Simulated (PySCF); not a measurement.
B3LYP has the VWN-RPA correlation part, as in Gaussian. Delta-SCF ions had no search for a lower state. Excitations are Tamm–Dancoff values on a coarser integration grid. The basis has no diffuse functions, so Rydberg states are missing or too high.

Z-matrix (Å, degrees):
```
Al
H 1 1.5925
H 1 1.5928 2 119.50
H 1 1.5948 2 118.51 3 158.60
S 1 2.6128 2 95.75 4 101.92
H 5 1.3541 1 97.75 2 -168.78
H 5 1.3542 6 92.99 1 -98.67
```
Charge 0, multiplicity 1.

Problem. What vertical ionisation energy (Delta-SCF), T1 excitation (TDA), LUMO, S1–T1 gap (TDA), total energy, charge on the central atom (Mulliken), S1 excitation (TDA) and HOMO–LUMO gap does B3LYP-D3(BJ)/def2-TZVP // B3LYP-D3(BJ)/def2-SVP in PySCF give?

Solution. 
```json
{
  "vertical ionisation energy (Delta-SCF)": "10.19 eV",
  "T1 excitation (TDA)": "5.75 eV",
  "LUMO": "-0.91 eV",
  "S1–T1 gap (TDA)": "0.13 eV",
  "total_energy": "-643.6836 Ha",
  "charge on the central atom (Mulliken)": "0.25 e",
  "S1 excitation (TDA)": "5.87 eV",
  "HOMO–LUMO gap": "6.74 eV"
}
```
